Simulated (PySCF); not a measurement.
UHF on Ne⁺ (neon, charge +1)

Configuration: [He] 2s1 2p5 3s1, high-spin 4P determinant (an excited configuration). Computed with PySCF 2.14 in dyall-av3z (15s9p3d2f, 71 functions), with the spin-free X2C one-electron Hamiltonian (Gaussian nucleus).

* Total energy: -126.032981 hartree
* One-electron energy: -169.5124 hartree
* Hartree (Coulomb) energy: 54.6072 hartree
* Exchange energy: -11.1278 hartree
* ⟨S²⟩: 3.7529
* ⟨L²⟩: 2.005
* Sum of ⟨r⟩: 8.169 bohr
* Sum of ⟨r²⟩: 14.76 bohr²
* Traceless quadrupole moment −½Σ⟨3z² − r²⟩ along its main axis: 0.291 e·bohr²
* Langevin diamagnetic susceptibility: -11.7 ×10⁻⁶ cm³/mol

```
shell  electrons  mean orbital energy (eV)  spread (eV)  rms radius, mean of both spins (bohr)
 1s α          1                   -934.76            0                                  0.183
 1s β          1                   -929.24            0                                  0.183
 2s α          1                   -89.697            0                                  0.889
 2p α          3                   -59.745        3.678                                  0.922
 2p β          2                   -50.033            0                                  0.922
 3s α          1                   -13.398            0                                   3.11
```

The outer electron is Rydberg-like, and this basis confines it to a smaller radius and binds it less than a complete one would.

Spin-orbit constants ζ (cm⁻¹) from the X2C one-electron operator on these orbitals: bare nucleus, nucleus screened by l(l+1)(2l+1)/3 electrons, and screened by the Breit-Pauli mean field of the electrons.

```json
{"shell": "2p", "bare": "835.5", "screened nucleus": "668.4", "mean field": "599.2"}
```

To first order the Landé constant is A = -199.7 cm⁻¹, so the lowest level has J = 5/2 and lies 0.0371 eV below the centre of the term. This holds in LS coupling only.
